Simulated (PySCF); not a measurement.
H4O2SSi: where a starting geometry ends

The starting geometry of this gas-phase singlet was optimised with GFN2-xTB.

```xyz
8

O     1.1762    0.0591   -1.4533
O     0.3622    0.4012    1.3079
S    -1.6885    1.4262   -0.8574
Si   -0.4425   -0.0494    0.1126
H    -1.5178    2.3386    0.0851
H     1.9425    0.3010   -0.9246
H     0.9778    0.7806   -2.0590
H    -0.8568   -1.3250   -0.4072
```

Q: Predict what it relaxes into with PBE0-D3(BJ)/def2-SVP.

A: A new bond forms, giving a structure given below by its coordinates. Contacts that close: O1–Si4 (2.25 → 2.00 Å).

The energy falls by 0.24 eV over 17 steps:

```tsv
step	E − E(last) (eV)
1	0.242
3	0.041
5	0.040
6	0.017
8	0.004
10	0.001
12	0.000
13	0.000
15	0.000
17	0.000
```

Final geometry (Å):

```yaml
atoms:
  - { symbol: O, position_ang: [1.1042, 0.0848, -1.3965] }
  - { symbol: O, position_ang: [0.5226, 0.3095, 1.1731] }
  - { symbol: S, position_ang: [-1.7023, 1.3699, -0.9203] }
  - { symbol: Si, position_ang: [-0.3553, -0.0575, -0.0434] }
  - { symbol: H, position_ang: [-1.2690, 2.3448, -0.0892] }
  - { symbol: H, position_ang: [1.7656, 0.3550, -0.7270] }
  - { symbol: H, position_ang: [0.9361, 0.8600, -1.9571] }
  - { symbol: H, position_ang: [-0.8514, -1.4028, -0.4299] }
```

The end wasn't checked by frequencies. Run with PySCF 2.14.0, 70 s on 2 threads of Intel(R) Xeon(R) Platinum 8488C (Sapphire Rapids), on a shared host.
